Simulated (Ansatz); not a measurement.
```yaml
crystal:
  periodic: [false, false, false]
  atoms:
    - {symbol: C, position_ang: [-0.456760, -1.676033, -0.010222]}
    - {symbol: C, position_ang: [0.308361, -0.432477, 0.451529]}
    - {symbol: C, position_ang: [1.734627, -0.462254, -0.084825]}
    - {symbol: B, position_ang: [-0.503559, 0.884852, 0.071845]}
    - {symbol: N, position_ang: [-0.099321, 1.691243, -1.016451]}
    - {symbol: N, position_ang: [-1.656770, 1.218448, 0.823293]}
    - {symbol: H, position_ang: [0.058611, -2.595142, 0.287955]}
    - {symbol: H, position_ang: [-0.550496, -1.691925, -1.100767]}
    - {symbol: H, position_ang: [-1.468003, -1.710573, 0.402495]}
    - {symbol: H, position_ang: [0.365442, -0.471223, 1.548544]}
    - {symbol: H, position_ang: [2.313995, 0.405226, 0.242149]}
    - {symbol: H, position_ang: [2.266362, -1.360468, 0.244562]}
    - {symbol: H, position_ang: [1.746014, -0.477712, -1.180642]}
    - {symbol: H, position_ang: [0.722236, 1.489358, -1.554962]}
    - {symbol: H, position_ang: [-0.585597, 2.515897, -1.319933]}
    - {symbol: H, position_ang: [-2.252613, 2.003406, 0.630191]}
    - {symbol: H, position_ang: [-1.961630, 0.668876, 1.605138]}
basis:
  gaussian: {orbitals: "6-31++G**"}
total_charge: -1
magnetization: {spin_polarized: true, initial_magnetization: 1}
hamiltonian: {xc: {name: wB97X-D}}
output: {forces: true}
```

```sh
$ ansatz run in.yaml --threads 4 --pin off --events-out ev --progress --plain --max-ram 11315MiB
```

It prints (some lines left out):

```
Error: YAML parse error: error: line 25 column 19: hamiltonian.xc: no functional is named "wB97X-D"; the names, which are not case-sensitive, are SVWN5, SPW92, PBE, PBE0, PBEsol, revPBE, revPBE0, RPBE, rPW86-PBE, HSE06, wPBEh, LC-wPBE, HISS, HF, BLYP, B3LYP, B3LYP5, BHLYP, CAM-B3LYP, r2SCAN, r2SCANh, r2SCAN0, r2SCAN50, m-r2SCAN, B97, wB97, wB97X, wB97X-V, B97M-V, wB97M-V, B2PLYP, B2GP-PLYP, PBE0-DH, PBE-QIDH
23 | total_charge: -1
24 | magnetization: {spin_polarized: true, initial_magnetization: 1}
25 | hamiltonian: {xc: {name: wB97X-D}}
26 | output: {forces: true}
```

Something in this input is off. What?

The method's name isn't one that the program takes here. The program refused the input.

HSE06 is defined as in plane-wave codes.
